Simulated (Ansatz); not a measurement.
Ansatz (a quantum-chemistry and plane-wave program) input (B2PLYP/def2-TZVPD):

Ansatz 0.2 input:
```yaml
crystal:
  periodic: [false, false, false]
  atoms:
    - {symbol: C, position_ang: [-0.73861373, -0.35039991, -0.44895649]}
    - {symbol: C, position_ang: [0.71119902, -0.26135519, -0.14181053]}
    - {symbol: F, position_ang: [1.21919102, 0.96495146, -0.38547061]}
    - {symbol: F, position_ang: [1.38520185, -1.14398635, -0.90253772]}
    - {symbol: F, position_ang: [0.98651160, -0.53864168, 1.15058457]}
    - {symbol: Cl, position_ang: [-1.82614213, 0.65834515, 0.34993613]}
    - {symbol: H, position_ang: [-1.10923568, -1.06224761, -1.16749810]}
basis:
  gaussian:
    orbitals: def2-TZVPD
hamiltonian:
  xc: {name: B2PLYP}
magnetization: {spin_polarized: true, initial_magnetization: 1}
correlation: {electrons: outside_noble_gas}
```

End of the output:

```
integrals: 0.75 GiB planned
1608 factors; integrals over basis functions are off by at most 7.5e-4 eV
mean field: 2.26 GiB planned
mean field evaluation 1: about -22743.5267 eV, gradient 3.0e1 eV
mean field evaluation 2: about -22743.6216 eV, gradient 3.0e1 eV
mean field evaluation 4: about -22746.5609 eV, gradient 2.3e0 eV
mean field evaluation 8: about -22746.6100 eV, gradient 1.7e-1 eV
mean field evaluation 16: about -22746.6106 eV, gradient 4.0e-4 eV
mean field -22746.61064665 eV, -835.9225230581 hartree, gradient 2.3e-6 eV, S^2 0.758657; 0 other end points of the search recorded, 0 dependent functions left out
10 core orbitals not correlated
reference -22746.61082750 eV, -835.9225297040 hartree; 19, 18 occupied and 220, 221 virtual orbitals, 1608 factors
second order -39.99484078 eV of doubles, -0.00000000 eV of singles
Total energy: -22757.40943451 eV, -836.3193711920 hartree
```

It need not be the lowest isomer of its formula.
